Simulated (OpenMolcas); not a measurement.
**Br³⁺: effect of the active space**

```json
{
 "Program": "OpenMolcas",
 "Method": "SS-CASPT2 or its RAS form, IPEA 0.25 Eh, imaginary shift 0.1 Eh",
 "Basis": "ANO-RCC-VTZP",
 "Scalar Hamiltonian": "DKH2, point nucleus",
 "Spin-orbit coupling": "RASSI with atomic mean-field integrals over the reference wave functions, term energies averaged over their components"
}
```

A. 2 electrons in 3 orbitals (4p); 2S+1 = 3 even, 3 roots; 2S+1 = 1 even, 6 roots; closed shells correlated: 3d 4s; CASPT2 step about 0.6 core-seconds
B. 4 electrons in 4 orbitals (4s 4p); 2S+1 = 3 even, 6 roots; 2S+1 = 1 even, 12 roots; 2S+1 = 5 odd, 1 root; 2S+1 = 3 odd, 9 roots; 2S+1 = 1 odd, 8 roots; closed shells correlated: 3d; CASPT2 step about 2.1 core-seconds
C. 4 electrons in 8 orbitals (4s 4p 5s 5p); 2S+1 = 3 even, 3 roots; 2S+1 = 1 even, 9 roots; 2S+1 = 5 odd, 1 root; 2S+1 = 3 odd, 9 roots; 2S+1 = 1 odd, 8 roots; closed shells correlated: 3d; CASPT2 step of the order of 6 core-seconds
D. 4 electrons in 9 orbitals (RAS2 4s 4p; RAS3 4d, at most 2 electrons); 2S+1 = 3 even, 6 roots; 2S+1 = 1 even, 12 roots; 2S+1 = 5 odd, 1 root; 2S+1 = 3 odd, 9 roots; 2S+1 = 1 odd, 8 roots; closed shells correlated: 3d; CASPT2 step of the order of 12 core-seconds

Energies in cm⁻¹ above 4s² 4p² ³P₀.

| Level | A | B | C | D |
| --- | --- | --- | --- | --- |
| 4s² 4p² ³P₀ | 0.0 | 0.0 | 0.0 | 0.0 |
| 4s² 4p² ³P₁ | 2380 | 2370 | 2320 | 2330 |
| 4s² 4p² ³P₂ | 5230 | 5150 | 5100 | 5150 |
| 4s² 4p² ¹D₂ | 16210 | 15900 | 16260 | 16300 |
| 4s² 4p² ¹S₀ | 34230 | 32700 | 33160 | 34100 |

Among A to D the level of the table that moves most is 4s² 4p² ¹S₀, by 1500 cm-1 (lowest in B, highest in A). Moves below CASPT2's spread within the term are not significant.

CASPT2 does not keep the components of a term degenerate, so their means are used; among the terms shown or strongly mixed into the levels shown the widest spread is 110 cm-1 (4s² 4p² ¹D, A). Over all roots computed the reference weight is 0.87 to 0.99 in B, 0.86 to 0.99 in C; the roots of lowest weight are the least certain, and an intruder state may touch them. With the s shell closed, the reference lacks s² → p² mixing (holds for A). The run also gave levels led by 4s² 4p 5p, which use shells meant for correlation; these and all levels above them are left out (holds for C). Active for correlation alone: 4d; no level in the range computed is led by a configuration that fills it, so any true level of that kind is missing (holds for D). Levels of configurations outside the active space are missing. The table leaves out levels that lie high or whose names do not pair safely across all columns.
